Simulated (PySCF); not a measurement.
InF3.
Cartesian coordinates in Å at the PBE0-D3(BJ)/def2-SVP level; atoms count from 1:
```
atom  x, y, z in Å
In1   -0.006   -0.003    0.001
F2     1.928   -0.026    0.013
F3    -0.931    1.696   -0.021
F4    -0.992   -1.667    0.007
```

Level of theory: PySCF, PBE0-D3(BJ)/def2-SVP geometry optimisation, gas phase, def2 core potentials past Kr.

(1) Which atoms are bound to In1, and at what distances?

(2) List the angles at In1.

(3) What is the shape at In1?

## Answers

(1) 3 atoms: F2 1.934 Å, F4 1.935 Å, F3 1.935 Å.

(2) 
| angle | degrees | distance of the outer atoms (Å) |
| --- | --- | --- |
| F3–In1–F4 | 120.8 | 3.36 |
| F2–In1–F4 | 120.0 | 3.35 |
| F2–In1–F3 | 119.3 | 3.34 |

(3) Planar: angles 120.8°, 120.0° and 119.3°, sum 360.0°, 0.00 Å off the plane of its three neighbours.

Charge 0, singlet. Stationary, but not proved a minimum.

Hardware: an x86-64 server with one thread, on a shared host. Cost: 10 s wall. This is the geometry optimisation.
